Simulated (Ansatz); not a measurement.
Nudged elastic band run: ClGeH₅O

input.yaml

```yaml
crystal:
  periodic: [false, false, false]
  atoms:
    - { symbol: Ge, position_ang: [0.424525, 0.038983, -0.110207] }
    - { symbol: Cl, position_ang: [0.323987, -0.093538, 2.088135] }
    - { symbol: H, position_ang: [1.938099, 0.084265, -0.425863] }
    - { symbol: H, position_ang: [-0.288792, 1.339001, -0.519495] }
    - { symbol: H, position_ang: [-0.230987, -1.237506, -0.671555] }
    - { symbol: O, position_ang: [-2.687017, 0.03233, 0.788193] }
    - { symbol: H, position_ang: [-3.189254, -0.802356, 0.811527] }
    - { symbol: H, position_ang: [-2.168461, 0.00912, 1.617367] }
basis:
  gaussian: { orbitals: def2-mTZVP }
hamiltonian:
  xc: pbe
  dispersion: d4
neb:
  order_check: false
  images: 4
  f_tol: 0.03
  max_iterations: 60
  climbing: false
  final_atoms:
    - { symbol: Ge, position_ang: [-0.26294303, -0.07381998, -0.56170155] }
    - { symbol: Cl, position_ang: [-0.86149264, 0.6901633, 3.28962461] }
    - { symbol: H, position_ang: [0.95571668, -0.81405046, 0.03754786] }
    - { symbol: H, position_ang: [-0.07656768, 1.45236179, -0.60566763] }
    - { symbol: H, position_ang: [-0.66999607, -0.6702075, -1.93066465] }
    - { symbol: O, position_ang: [-1.70035674, -0.27473168, 0.56943062] }
    - { symbol: H, position_ang: [-1.93676889, -1.21391114, 0.69218968] }
    - { symbol: H, position_ang: [-1.32549163, 0.27449467, 2.08734307] }
  initial_path:
    images:
      - { positions_ang: [[0.424525, 0.038983, -0.110207], [0.323987, -0.093538, 2.088135], [1.938099, 0.084265, -0.425863], [-0.288792, 1.339001, -0.519495], [-0.230987, -1.237506, -0.671555], [-2.687017, 0.03233, 0.788193], [-3.189254, -0.802356, 0.811527], [-2.168461, 0.00912, 1.617367]] }
      - { positions_ang: [[0.25654476, 0.02442801, -0.06289403], [0.18516302, -0.05695581, 2.28404998], [1.75151483, 0.05339092, -0.45246337], [-0.46244321, 1.31002417, -0.51716944], [-0.42528663, -1.24771538, -0.61022073], [-2.39890125, 0.01805536, 0.72875398], [-2.91519564, -0.73474783, 0.51140953], [-1.86929587, 0.00381956, 1.69663608]] }
      - { positions_ang: [[0.08856451, 0.00987302, -0.01558106], [0.04633903, -0.02037362, 2.47996496], [1.56493067, 0.02251683, -0.47906374], [-0.63609442, 1.28104734, -0.51484387], [-0.61958626, -1.25792475, -0.54888645], [-2.11078551, 0.00378072, 0.66931496], [-2.64113729, -0.66713967, 0.21129205], [-1.57013074, -0.00148088, 1.77590515]] }
      - { positions_ang: [[-0.04892909, -0.01268758, -0.10587997], [-0.1907569, 0.13636664, 2.72026288], [1.3684542, -0.15714626, -0.38638157], [-0.59364955, 1.3037195, -0.5320784], [-0.70738807, -1.14446505, -0.80070838], [-1.91345345, -0.05763161, 0.62556249], [-2.39064027, -0.74945069, 0.18742459], [-1.40153687, 0.05159406, 1.86990036]] }
      - { positions_ang: [[-0.15593606, -0.04325378, -0.33379076], [-0.52612477, 0.41326497, 3.00494375], [1.16208544, -0.48559836, -0.17441685], [-0.33510862, 1.37804064, -0.56887302], [-0.68869207, -0.90733628, -1.36568651], [-1.8069051, -0.16618165, 0.59749655], [-2.16370458, -0.98168092, 0.43980713], [-1.36351425, 0.16304437, 1.97862172]] }
      - { positions_ang: [[-0.26294303, -0.07381998, -0.56170155], [-0.86149264, 0.6901633, 3.28962461], [0.95571668, -0.81405046, 0.03754786], [-0.07656768, 1.45236179, -0.60566763], [-0.66999607, -0.6702075, -1.93066465], [-1.70035674, -0.27473168, 0.56943062], [-1.93676889, -1.21391114, 0.69218968], [-1.32549163, 0.27449467, 2.08734307]] }
```

Run as:

```bash
$ ansatz run input.yaml --threads 2 --pin off --max-ram 3072MiB --backend cpu --events-out ev --progress --plain --runs-dir out
```

Output, in part (warnings, iteration lines, the closing report on the highest movable image, with atoms numbered from 0):

```
NEB end point (image 0): max|allowed force component| = 2.037e-2 eV/Å (the criterion of neb.relax_end_points is 1.000e-2)
NEB end point (image 5): max|allowed force component| = 6.576e-3 eV/Å (the criterion of neb.relax_end_points is 1.000e-2)
NEB iter   1: max|band force component| = 3.910e0 eV/Å  barrier→ = 2.5570 eV  barrier← = 2.1061 eV  Δτ_max = 0.1958 Å  (164 SCF iters)
NEB iter   2: max|band force component| = 2.164e0 eV/Å  barrier→ = 1.5908 eV  barrier← = 1.1399 eV  Δτ_max = 0.2000 Å  (124 SCF iters)
NEB iter   3: max|band force component| = 1.422e0 eV/Å  barrier→ = 1.1713 eV  barrier← = 0.7204 eV  Δτ_max = 0.2000 Å  (125 SCF iters)
NEB iter   4: max|band force component| = 4.101e-1 eV/Å  barrier→ = 0.9365 eV  barrier← = 0.4856 eV  Δτ_max = 0.1502 Å  (114 SCF iters)
NEB iter   5: max|band force component| = 4.761e-1 eV/Å  barrier→ = 0.8533 eV  barrier← = 0.4024 eV  Δτ_max = 0.0616 Å  (112 SCF iters)
NEB iter   6: max|band force component| = 1.264e-1 eV/Å  barrier→ = 0.8612 eV  barrier← = 0.4103 eV  Δτ_max = 0.0759 Å  (112 SCF iters)
NEB iter   7: max|band force component| = 2.686e-1 eV/Å  barrier→ = 0.8830 eV  barrier← = 0.4321 eV  Δτ_max = 0.0382 Å  (110 SCF iters)
NEB iter   8: max|band force component| = 1.573e-1 eV/Å  barrier→ = 0.8894 eV  barrier← = 0.4385 eV  Δτ_max = 0.0382 Å  (112 SCF iters)
NEB iter   9: max|band force component| = 1.576e-1 eV/Å  barrier→ = 0.9068 eV  barrier← = 0.4559 eV  Δτ_max = 0.0382 Å  (112 SCF iters)
NEB iter  10: max|band force component| = 1.975e-1 eV/Å  barrier→ = 0.9195 eV  barrier← = 0.4686 eV  Δτ_max = 0.0191 Å  (113 SCF iters)
NEB iter  11: max|band force component| = 1.957e-1 eV/Å  barrier→ = 0.9214 eV  barrier← = 0.4705 eV  Δτ_max = 0.0191 Å  (115 SCF iters)
NEB iter  12: max|band force component| = 1.547e-1 eV/Å  barrier→ = 0.9159 eV  barrier← = 0.4650 eV  Δτ_max = 0.0383 Å  (101 SCF iters)
NEB iter  13: max|band force component| = 1.392e-1 eV/Å  barrier→ = 0.9163 eV  barrier← = 0.4654 eV  Δτ_max = 0.0383 Å  (111 SCF iters)
NEB iter  14: max|band force component| = 1.528e-1 eV/Å  barrier→ = 0.9192 eV  barrier← = 0.4683 eV  Δτ_max = 0.0191 Å  (112 SCF iters)
NEB iter  15: max|band force component| = 1.372e-1 eV/Å  barrier→ = 0.9196 eV  barrier← = 0.4687 eV  Δτ_max = 0.0191 Å  (114 SCF iters)
NEB iter  16: max|band force component| = 1.543e-1 eV/Å  barrier→ = 0.9192 eV  barrier← = 0.4683 eV  Δτ_max = 0.0383 Å  (115 SCF iters)
NEB iter  17: max|band force component| = 1.397e-1 eV/Å  barrier→ = 0.9183 eV  barrier← = 0.4674 eV  Δτ_max = 0.0767 Å  (113 SCF iters)
NEB iter  18: max|band force component| = 5.180e-1 eV/Å  barrier→ = 0.9129 eV  barrier← = 0.4620 eV  Δτ_max = 0.0383 Å  (110 SCF iters)
NEB iter  19: max|band force component| = 1.236e-1 eV/Å  barrier→ = 0.9082 eV  barrier← = 0.4573 eV  Δτ_max = 0.0768 Å  (112 SCF iters)
NEB iter  20: max|band force component| = 1.418e-1 eV/Å  barrier→ = 0.8982 eV  barrier← = 0.4473 eV  Δτ_max = 0.0767 Å  (111 SCF iters)
NEB iter  21: max|band force component| = 1.844e-1 eV/Å  barrier→ = 0.8844 eV  barrier← = 0.4335 eV  Δτ_max = 0.0383 Å  (110 SCF iters)
NEB iter  22: max|band force component| = 1.171e-1 eV/Å  barrier→ = 0.8733 eV  barrier← = 0.4224 eV  Δτ_max = 0.0382 Å  (113 SCF iters)
NEB iter  23: max|band force component| = 1.054e-1 eV/Å  barrier→ = 0.8630 eV  barrier← = 0.4121 eV  Δτ_max = 0.0382 Å  (113 SCF iters)
NEB iter  24: max|band force component| = 8.067e-2 eV/Å  barrier→ = 0.8535 eV  barrier← = 0.4026 eV  Δτ_max = 0.0380 Å  (112 SCF iters)
NEB iter  25: max|band force component| = 7.552e-2 eV/Å  barrier→ = 0.8461 eV  barrier← = 0.3952 eV  Δτ_max = 0.0287 Å  (112 SCF iters)
NEB iter  26: max|band force component| = 5.107e-2 eV/Å  barrier→ = 0.8407 eV  barrier← = 0.3898 eV  Δτ_max = 0.0144 Å  (114 SCF iters)
NEB iter  27: max|band force component| = 3.987e-2 eV/Å  barrier→ = 0.8410 eV  barrier← = 0.3901 eV  Δτ_max = 0.0383 Å  (95 SCF iters)
NEB iter  28: max|band force component| = 2.994e-2 eV/Å  barrier→ = 0.8484 eV  barrier← = 0.3975 eV  Δτ_max = 0.0000 Å  (225 SCF iters)
Total energy: -71154.38801917 eV, -2614.8755295281 hartree
Atom 0 at    -0.120388     0.100727    -0.140320 Å, force     0.062994     0.027493     0.062392 eV/Å
Atom 1 at    -0.015349     0.676299     2.292372 Å, force     0.064292    -0.018075    -0.104434 eV/Å
Atom 2 at     1.213443    -0.643895     0.088281 Å, force     0.096923     0.022140    -0.051963 eV/Å
Atom 3 at    -0.091982     1.584006    -0.544655 Å, force     0.027256     0.019592    -0.015343 eV/Å
Atom 4 at    -0.801894    -0.690173    -1.319589 Å, force    -0.005424     0.004174     0.107804 eV/Å
Atom 5 at    -2.074323    -0.305879     0.762573 Å, force    -0.069490    -0.019885     0.052387 eV/Å
Atom 6 at    -2.240176    -1.270715     0.747203 Å, force    -0.044587    -0.001955    -0.007343 eV/Å
Atom 7 at    -1.747233    -0.080071     1.692237 Å, force    -0.131965    -0.033483    -0.043500 eV/Å
Dipole moment:    -0.335164    -0.481619    -0.416157 e Å
```

The run converged. No image climbed, so the highest image needn't sit at the top of the path. The orbitals stay closed-shell, which can raise the energy where a bond breaks towards radicals; this wasn't checked here.

Final band (atoms are numbered from 1 in the order of the input):

```json
{"image": "0", "path coordinate (Å)": "0.00", "energy (eV)": "0.00", "Ge1–Cl2 (Å)": "2.20", "O6–H8 (Å)": "0.98", "Ge1–O6 (Å)": "3.24"}
{"image": "1", "path coordinate (Å)": "0.95", "energy (eV)": "0.03", "Ge1–Cl2 (Å)": "2.20", "O6–H8 (Å)": "0.98", "Ge1–O6 (Å)": "3.40"}
{"image": "2", "path coordinate (Å)": "1.90", "energy (eV)": "0.34", "Ge1–Cl2 (Å)": "2.24", "O6–H8 (Å)": "0.98", "Ge1–O6 (Å)": "2.92"}
{"image": "3", "path coordinate (Å)": "2.85", "energy (eV)": "0.85", "Ge1–Cl2 (Å)": "2.50", "O6–H8 (Å)": "1.01", "Ge1–O6 (Å)": "2.19"}
{"image": "4", "path coordinate (Å)": "3.81", "energy (eV)": "0.63", "Ge1–Cl2 (Å)": "3.16", "O6–H8 (Å)": "1.42", "Ge1–O6 (Å)": "1.89"}
{"image": "5", "path coordinate (Å)": "4.76", "energy (eV)": "0.45", "Ge1–Cl2 (Å)": "3.97", "O6–H8 (Å)": "1.66", "Ge1–O6 (Å)": "1.84"}
```

Time of the run: 9 min on 2 threads of Intel(R) Xeon(R) Processor @ 2.50GHz (Skylake/Cascade Lake) (shared host), peak memory 0.14 GiB.
